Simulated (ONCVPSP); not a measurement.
## silicon: one change to an ONCV potential, before and after

```
Element                 : silicon
Generator               : ONCVPSP 4.0.1
Type                    : optimised norm-conserving Vanderbilt (ONCV)
Functional              : PW91
Relativity              : scalar-relativistic
Frozen core             : [Ne]
Valence charge          : 4
Reference configuration : 3s2 3p1 (charge +1)
Partial waves           : 3s: rc 1.50 bohr, ncon 4, nbas 8, qcut 3.9 1/bohr, 2 projectors, debl 2.3 Ha; 3p: rc 1.55 bohr, ncon 4, nbas 9, qcut 4.8 1/bohr, 2 projectors, debl 3.9 Ha
Local potential         : polynomial inside 1.25 bohr (lpopt 4, dvloc0 0 Ha)
Core correction         : Teter function, fcfact 4.25, rcfact 1.8
```

All-electron outer shells of the reference configuration (PW91, scalar-relativistic, ld1.x):

| shell | level (eV) | outermost node (bohr) | outermost maximum (bohr) |
| --- | --- | --- | --- |
| 2s | -149.08 | 0.15 | 0.45 |
| 2p | -105.26 | – | 0.39 |
| 3s | -19.09 | 0.72 | 1.75 |
| 3p | -11.71 | 0.71 | 2.01 |

Change: s: nproj 3.

Cutoffs: the cutoffs (Ha) at which the residual kinetic energy of the hardest occupied pseudo-wave falls to 1 and 0.1 mHa per electron; they do not see the model core or the augmentation charge, which bear on the density cutoff. Errors are all-electron minus pseudo energies relative to the spin-unpolarised reference configuration.

Task: How do hardness, ghosts and transferability respond?

Result: The potential gets neither clearly harder nor softer (7.8 Ha and 27 Ha → 7.8 Ha and 27 Ha); a bound ghost appears in s, which as a rule spoils a file; the errors of the 4 common tests hardly move; the range in which the s phases agree widens (upper end 3.7 → at the end of the scan).

```tsv
quantity	base	changed
cutoff, loose	7.8 Ha	7.8 Ha
cutoff, tight	27 Ha	27 Ha
bound ghosts	none	s
GHOST(+) flags under 300 eV	s at 129.5 eV	none
error for 3s2 3p2, meV [ΔE -7.78 eV]	-7.4	-7.5
error for 3s2 3p0, meV [ΔE 16.05 eV]	-41	-41
error for 3s1 3p0, meV [ΔE 50.10 eV]	-324	-324
error for 3s0 3p4, meV [ΔE 6.02 eV]	-27	-27
s: phases at 1.52 bohr within 0.05 rad from the reference energy up to (Ha; the scan ends near 5)	3.7	to the end of the scan
p: phases at 1.58 bohr within 0.05 rad from the reference energy up to (Ha; the scan ends near 5)	to the end of the scan	to the end of the scan
rms error of d²Exc/dni dnj with the model core, mHa	5.94	5.94
```

 A true bound ghost makes a file unfit for plane-wave use even where its test errors are small: the radial tests pick states by their node count and pass the ghost by.
